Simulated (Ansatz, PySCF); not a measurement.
C2H12N2Si2, SMILES C[Si@H](CN)N[SiH3].

The structure is a stationary point at B3LYP-D3(BJ)/def2-SVP. The structure was generated by enumeration; whether it is a known compound was not checked. One conformer was computed; it need not be the lowest.

Vertical ionisation energy (IE) and electron affinity (EA) in eV. Rows of orbital energies are one-electron estimates. Where ΔSCF, EOM or ADC give a negative EA the extra electron is unbound and the value depends on the basis.

```
level                                                                             IE          EA
------------------------------------------------------------------------  ----------  ----------
−ε(HOMO), −ε(LUMO), HF/def2-TZVP (PySCF)                                  (withheld)  (withheld)
−ε(HOMO), −ε(LUMO), PBE/def2-TZVP (PySCF)                                       5.26        0.61
ΔSCF, CAM-B3LYP/def2-SVPD (Ansatz), final states of multiplicity 2 and 2        8.98       -1.50
ΔSCF, PBE/def2-SVPD (Ansatz), final states of multiplicity 2 and 2              8.18       -1.12
```

Question: Fill in the missing entries. (Estimate from the structure and the level; the computed values follow.)

Answer: 
- −ε(HOMO), −ε(LUMO), HF/def2-TZVP (PySCF), IE: 10.23
- −ε(HOMO), −ε(LUMO), HF/def2-TZVP (PySCF), EA: -3.10

Question: What vertical singlet–triplet gap does ΔSCF give with CAM-B3LYP/def2-SVPD (Ansatz, a first-principles code) and with PBE/def2-SVPD (Ansatz)? (The exact figures need the calculation; the answer reports its results.)

Answer: 6.01 and 5.06 eV (triplet above singlet where positive).
